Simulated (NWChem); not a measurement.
Everything below was run with NWChem. System: C₂H₇Si, charge 0, spin multiplicity 2, at a geometry optimised with UPBE0/def2-SVP. The structure started from a generated list of species. Its SCF solution wasn't tested for a lower state. Level: UMP2/def2-TZVP, 7 core orbitals frozen.

The NWChem input:

```
start mol
memory heap 200 mb stack 900 mb global 1100 mb
geometry units angstroms nocenter noautoz
  C     -0.465187    -0.054226     1.564889
  Si     0.568873     0.148046     0.000000
  C     -0.465187    -0.054226    -1.564889
  H     -0.931903    -1.053830     1.598870
  H      0.155510     0.060998     2.466399
  H     -1.269316     0.696684     1.607719
  H      1.709445    -0.829629     0.000000
  H     -0.931903    -1.053830    -1.598870
  H      0.155510     0.060998    -2.466399
  H     -1.269316     0.696684    -1.607719
  symmetry group Cs
end
basis spherical
  * library def2-tzvp
end
scf
  uhf
  nopen 1
  maxiter 100
  thresh 1e-7
  semidirect memsize 60000000 filesize 0
  # guess.movecs holds the orbitals of an unrestricted PBE0 run
  vectors input guess.movecs output mol.movecs
end
mp2
  freeze core 7
end
task mp2 energy
```

NWChem printed:

```
             Northwest Computational Chemistry Package (NWChem) 7.3.0
             --------------------------------------------------------

                                NWChem Input Module
                                -------------------

 Scaling coordinates for geometry "geometry" by  1.889725989
 (inverse scale =  0.529177249)

 Turning off AUTOSYM since
 SYMMETRY directive was detected!

                             Geometry "geometry" -> ""
                             -------------------------

 Output coordinates in angstroms (scale by  1.889725989 to convert to a.u.)

  No.       Tag          Charge          X              Y              Z
 ---- ---------------- ---------- -------------- -------------- --------------
    1 C                    6.0000    -0.46518700    -0.05422600     1.56488900
    2 Si                  14.0000     0.56887300     0.14804600     0.00000000
    3 C                    6.0000    -0.46518700    -0.05422600    -1.56488900
    4 H                    1.0000    -0.93190300    -1.05383000     1.59887000
    5 H                    1.0000     0.15551000     0.06099800     2.46639900
    6 H                    1.0000    -1.26931600     0.69668400     1.60771900
    7 H                    1.0000     1.70944500    -0.82962900     0.00000000
    8 H                    1.0000    -0.93190300    -1.05383000    -1.59887000
    9 H                    1.0000     0.15551000     0.06099800    -2.46639900
   10 H                    1.0000    -1.26931600     0.69668400    -1.60771900

 Effective nuclear repulsion energy (a.u.)     104.7859163186

            Nuclear Dipole moment (a.u.)
            ----------------------------
        X                 Y               Z
 ---------------- ---------------- ----------------
     0.0000094486     0.0000132281     0.0000000000

      Symmetry information
      --------------------

 Group name             Cs
 Group number              2
 Group order               2
 No. of unique centers     6

      Symmetry unique atoms

     1    2    4    5    6    7


 Summary of "ao basis" -> "" (spherical)
 ------------------------------------------------------------------------------
       Tag                 Description            Shells   Functions and Types
 ---------------- ------------------------------  ------  ---------------------
 *                         def2-tzvp                  on all atoms

 Summary of "ao basis" -> "ao basis" (spherical)
 ------------------------------------------------------------------------------
       Tag                 Description            Shells   Functions and Types
 ---------------- ------------------------------  ------  ---------------------
 C                         def2-tzvp                11       31   5s3p2d1f
 Si                        def2-tzvp                13       37   5s5p2d1f
 H                         def2-tzvp                 4        6   3s1p

                                 NWChem SCF Module
                                 -----------------

  ao basis        = "ao basis"
  functions       =   141
  atoms           =    10
  alpha electrons =    17
  beta  electrons =    16
  charge          =   0.00
  wavefunction    = UHF
  use symmetry    = T
  symmetry adapt  = T

 Summary of "ao basis" -> "ao basis" (spherical)
 ------------------------------------------------------------------------------
       Tag                 Description            Shells   Functions and Types
 ---------------- ------------------------------  ------  ---------------------
[...]
    3 C    6     3.25   0.43  0.56  0.23  0.35  0.03  0.62  0.76  0.25  0.01  0.02  0.00
    4 H    1     0.43   0.13  0.24  0.05  0.01
    5 H    1     0.44   0.13  0.24  0.05  0.01
    6 H    1     0.44   0.13  0.24  0.06  0.01
    7 H    1     0.52   0.12  0.27  0.13  0.00
    8 H    1     0.43   0.13  0.24  0.05  0.01
    9 H    1     0.44   0.13  0.24  0.05  0.01
   10 H    1     0.44   0.13  0.24  0.06  0.01

   Mulliken analysis of the spin density
   -------------------------------------

    Atom       Charge   Shell Charges
 -----------   ------   -------------------------------------------------------
    1 C    6    -0.01   0.00 -0.00  0.00  0.00 -0.01  0.01  0.00 -0.02  0.00  0.00  0.00
    2 Si  14     0.96   0.00  0.00 -0.00  0.08  0.13  0.02 -0.01  0.08  0.40  0.24  0.00  0.02 -0.00
    3 C    6    -0.01   0.00 -0.00  0.00  0.00 -0.01  0.01  0.00 -0.02  0.00  0.00  0.00
    4 H    1     0.02   0.01  0.01  0.01  0.00
    5 H    1    -0.00   0.00 -0.00 -0.00  0.00
    6 H    1    -0.00   0.00  0.00 -0.00  0.00
    7 H    1     0.01   0.00  0.01 -0.00  0.00
    8 H    1     0.02   0.01  0.01  0.01  0.00
    9 H    1    -0.00   0.00 -0.00 -0.00  0.00
   10 H    1    -0.00   0.00  0.00 -0.00  0.00

       Multipole analysis of the density wrt the origin
       ------------------------------------------------

     L   x y z        total         alpha         beta         nuclear
     -   - - -        -----         -----         ----         -------
     0   0 0 0     -0.000000    -17.000000    -16.000000     33.000000

     1   1 0 0     -0.301838     -0.923112      0.621265      0.000009
     1   0 1 0     -0.048740     -0.688222      0.639470      0.000013
     1   0 0 1      0.000000      0.000000      0.000000      0.000000

     2   2 0 0    -22.373864    -40.380249    -35.763844     53.770229
     2   1 1 0     -0.131225     -2.043405      0.919243      0.992937
     2   1 0 1     -0.000000     -0.000000     -0.000000      0.000000
     2   0 2 0    -21.836211    -21.081664    -15.859115     15.104568
     2   0 1 1      0.000000      0.000000     -0.000000      0.000000
     2   0 0 2    -21.269267   -104.154179   -102.221458    185.106370

                   NWChem MP2 Semi-direct Energy/Gradient Module
                   ---------------------------------------------

  Basis functions       =    141
  Molecular orbitals    =    141
  Frozen core           =      7
  Frozen virtuals       =      0
  Active alpha occupied =     10
  Active beta occupied  =      9
  Active alpha virtual  =    124
  Active beta virtual   =    125
  Use MO symmetry       = T
  Use skeleton AO sym   = T

  AO/Fock/Back tols     =   1.0D-09  1.0D-09  1.0D-09

 GA uses MA = F    GA memory limited = T

 Available:
  local mem=  1.26D+08
 global mem=  1.44D+08
 local disk=  0.00D+00
  mp2_memr nvloc                   124
  nvloc new                   124
   1 passes of  10:        5242880                     102532                  41194852.
   1 passes of  10: M    126148473           G      144139438           F     120905593.

 Semi-direct pass number   1 of   1  for UHF alpha       at        6.0s
  vrange nnbf                  9763
  mp2_eaftype                   157  avail_ma_in_mb                  1099
 EAF : mp2_eaftype filesize         157   20597426.
  mp2_eaf for mointskh                    157
Node 0 wrote     96.8 Mb in      0.1 s     Agg I/O rate:  1429.6 Mb/s
 Done moints_semi at       12.1s
  mp2_eaftype                   157  avail_ma_in_mb                   942
 EAF : mp2_eaftype filesize         157   20597426.
  mp2_eaf for kh                   157
 Done maket at       12.3s
 Done multipass loop at       12.3s

 GA uses MA = F    GA memory limited = T

 Available:
  local mem=  1.26D+08
 global mem=  1.44D+08
 local disk=  0.00D+00
  mp2_memr nvloc                   125
  nvloc new                   125
   1 passes of   9:        5242880                      96784                  37377519.
   1 passes of   9: M    126148473           G      144139438           F     120905593.

 Semi-direct pass number   1 of   1  for UHF beta        at       12.4s
  vrange nnbf                  9763
  mp2_eaftype                   142  avail_ma_in_mb                  1099
 EAF : mp2_eaftype filesize         142   18688760.
  mp2_eaf for mointskh                    142
Node 0 wrote     87.9 Mb in      0.1 s     Agg I/O rate:   818.9 Mb/s
 Done moints_semi at       18.3s
  mp2_eaftype                   142  avail_ma_in_mb                   957
 EAF : mp2_eaftype filesize         142   18688760.
  mp2_eaf for kh                   142
 Done maket at       18.5s
 Done multipass loop at       18.5s

          -------------------------------------------
          SCF energy                -368.757233371389
          Correlation energy          -0.446798664859
          Singlet pairs                0.000000000000
          Triplet pairs                0.000000000000
          Total MP2 energy          -369.204032036248
          -------------------------------------------

          ---------------------------------------------------
                    Spin Component Scaled (SCS) MP2
          Same spin pairs                     -0.093387560406
          Same spin scaling factor             0.333333333333
          Opposite spin pairs                 -0.353411104452
          Opposite spin scaling fact.          1.200000000000
          SCS-MP2 correlation energy          -0.455222512145
          Total SCS-MP2 energy              -369.212455883534
          ---------------------------------------------------

 -----------------------
 Performance information
 -----------------------

 Timer overhead =  9.81D-08 seconds/call

               Nr. of calls         CPU time (s)                 Wall time (s)                GFlops
             ---------------    -------------------     ------------------------------   -------------------
Name         Min   Avg   Max    Min     Avg     Max     Min     Avg     Max   Mx/calls   Min     Max     Sum
mp2: moin     2     2     2    12.     12.     12.      12.     12.     12.     6.0      0.0     0.0     0.0
mp2: make     2     2     2   0.48    0.48    0.48     0.48    0.48    0.48    0.24      0.0     0.0     0.0
mp2: tota     1     1     1    13.     13.     13.      13.     13.     13.     13.      0.0     0.0     0.0

 The average no. of pstat calls per process was 5.00D+00
 with a timing overhead of 4.90D-07s

 Task  times  cpu:       18.5s     wall:       18.5s

 Total times  cpu:       18.5s     wall:       18.5s
```
